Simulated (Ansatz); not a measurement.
Consider the substitution at a C–B bond: `CBBC` + `[NH2][Ge][OH]` → `C[O][Ge][NH2]` + `BBC`.

Isolated molecules relaxed with PBE0-D4/def2-TZVP in Ansatz; ΔE leaves out vibrations. CBS: MP2 limit from def2 TZ/QZ plus the TZ coupled-cluster correction, frozen cores. Functionals use def2-TZVPP. HSE06 is defined as in plane-wave codes. For Ge outer-core shells are correlated without core-valence functions, which leaves a few kJ/mol of doubt a bond. Scalar relativity is left out up to krypton. Each species was taken in one conformer, which may not be the lowest.

```json
{"level": "LDA (SPW92)", "ΔE (kJ/mol)": "96.5", "difference from CCSD(T)/CBS": "1.3"}
{"level": "PBE-D4", "ΔE (kJ/mol)": "94.8", "difference from CCSD(T)/CBS": "-0.4"}
{"level": "BLYP-D4", "ΔE (kJ/mol)": "87.3", "difference from CCSD(T)/CBS": "-7.9"}
{"level": "r2SCAN-D4", "ΔE (kJ/mol)": "94.5", "difference from CCSD(T)/CBS": "-0.7"}
{"level": "B97M-V", "ΔE (kJ/mol)": "95.8", "difference from CCSD(T)/CBS": "0.6"}
{"level": "HSE06-D4", "ΔE (kJ/mol)": "96.2", "difference from CCSD(T)/CBS": "1.0"}
{"level": "BHLYP-D4", "ΔE (kJ/mol)": "89.1", "difference from CCSD(T)/CBS": "-6.1"}
{"level": "PBE", "ΔE (kJ/mol)": "95.1", "difference from CCSD(T)/CBS": "-0.1"}
{"level": "HSE06", "ΔE (kJ/mol)": "96.5", "difference from CCSD(T)/CBS": "1.3"}
{"level": "BHLYP", "ΔE (kJ/mol)": "89.9", "difference from CCSD(T)/CBS": "-5.3"}
{"level": "CAM-B3LYP", "ΔE (kJ/mol)": "90.3", "difference from CCSD(T)/CBS": "-4.9"}
{"level": "RPA@PBE/def2-TZVPP", "ΔE (kJ/mol)": "83.5", "difference from CCSD(T)/CBS": "-11.7"}
{"level": "SCS-MP2/def2-TZVPP", "ΔE (kJ/mol)": "90.4", "difference from CCSD(T)/CBS": "-4.8"}
{"level": "CCSD(T)/def2-TZVPP", "ΔE (kJ/mol)": "92.1", "difference from CCSD(T)/CBS": "-3.1"}
{"level": "MP2/def2-QZVPP", "ΔE (kJ/mol)": "98.7", "difference from CCSD(T)/CBS": "3.5"}
{"level": "HF/CBS(def2)", "ΔE (kJ/mol)": "82.7", "difference from CCSD(T)/CBS": "-12.5"}
{"level": "CCSD(T)/CBS", "ΔE (kJ/mol)": "95.2", "difference from CCSD(T)/CBS": "0"}
```

Largest T1 diagnostic among the species: 0.014.

In def2-TZVPP, CCSD(T) changes the Hartree–Fock value by +9.0 kJ/mol (the triples alone add +0.1 kJ/mol) and MP2 by +13.9 kJ/mol. Leaving LDA and LC-ωPBE aside and taking each functional with its dispersion term where it has one, the values, not all of them listed here, spread over 9.4 kJ/mol, from BLYP-D4 to PBE-QIDH.
